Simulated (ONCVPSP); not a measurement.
**Transferability test, ONCV potential for lanthanum**

```json
{
 "Element": "La",
 "Generator": "ONCVPSP 4.0.1",
 "Type": "optimised norm-conserving Vanderbilt (ONCV)",
 "Functional": "PW91",
 "Relativity": "scalar-relativistic",
 "Frozen core": "[Kr]",
 "Valence charge": "21",
 "Reference configuration": "4d10 5s2 5p6 5d1 6s1.75 6p0.25",
 "Partial waves": "5s+6s: rc 2.30 bohr, ncon 4, nbas 8, qcut 5.1 1/bohr, 2 projectors; 5p+6p: rc 2.60 bohr, ncon 5, nbas 9, qcut 5.4 1/bohr, 3 projectors, debl 3.1 Ha; 4d+5d: rc 1.50 bohr, ncon 4, nbas 9, qcut 12.3 1/bohr, 3 projectors, debl 2 Ha; f scattering state at 0.25 Ha: rc 2.40 bohr, ncon 3, nbas 6, qcut 4.8 1/bohr, 2 projectors, debl 0.7 Ha",
 "Local potential": "polynomial inside 1.40 bohr (lpopt 5, dvloc0 0 Ha)",
 "Core correction": "Teter function, fcfact 3.25, rcfact 1.05"
}
```

In the f channel the program set the typed energies aside and used -0.173, 0.527 Ha.

Energies are relative to the spin-unpolarised reference configuration 4d10 5s2 5p6 5d1 6s1.75 6p0.25; without spin polarisation the order of configurations can differ from experiment. Not all tests gave a result: 1 of 4 tests not solved or not reliable.

```tsv
valence configuration	charge	ΔE all-electron (eV)	error AE − PS (meV)
4d10 5s2 5p6 5d1 6s2 6p0	0	-0.587	0.0
4d10 5s2 5p6 5d1 6s1 6p0	+1	5.420	-1.0
4d10 5s2 5p6 5d1 6s0 6p0	+2	16.335	-3.1
```

Levels in the configuration 4d10 5s2 5p6 5d1 6s2 6p0:

| level | all-electron (eV) | pseudo (eV) |
| --- | --- | --- |
| 4d | -103.900 | -103.896 |
| 5s | -38.978 | -38.977 |
| 5p | -22.434 | -22.434 |
| 5d | -3.125 | -3.124 |
| 6s | -3.717 | -3.717 |

Note: ghosts flagged at negative energy: s at -8.7 eV (a further GHOST(-) flag falls on a real empty level of the atom); GHOST(+) flagged for p at 205.8 eV. A true bound ghost makes a file unfit for plane-wave use.
